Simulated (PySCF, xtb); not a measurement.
CH6FNOSi2, SMILES F[Si@H]1CO[Si@H]1N. Other conformers were not sampled.

Harmonic wavenumbers (cm⁻¹) from GFN2-xTB run with xtb at its own minimum, in rising order: 79, 115, 159, 193, 228, 265, 385, 434, 440, 519, 591, 644, 671, 697, 715, 758, 790, 821, 932, 999, 1149, 1232, 1476, 1502, 2235, 2278, 2932, 2952, 3479, 3533.

What does PBE0-D3(BJ)/def2-SVP (PySCF) give at its own minimum? (An estimate is asked for; the answer gives what the named calculation found.)

55, 83, 205, 229, 291, 310, 369, 422, 436, 614, 654, 703, 754, 767, 821, 831, 893, 903, 949, 1053, 1200, 1248, 1457, 1539, 2224, 2251, 3044, 3104, 3619, 3723. Paired by order, the mean absolute difference is 61 cm⁻¹ and the zero-point energies are 47.5 and 49.7 kcal/mol.
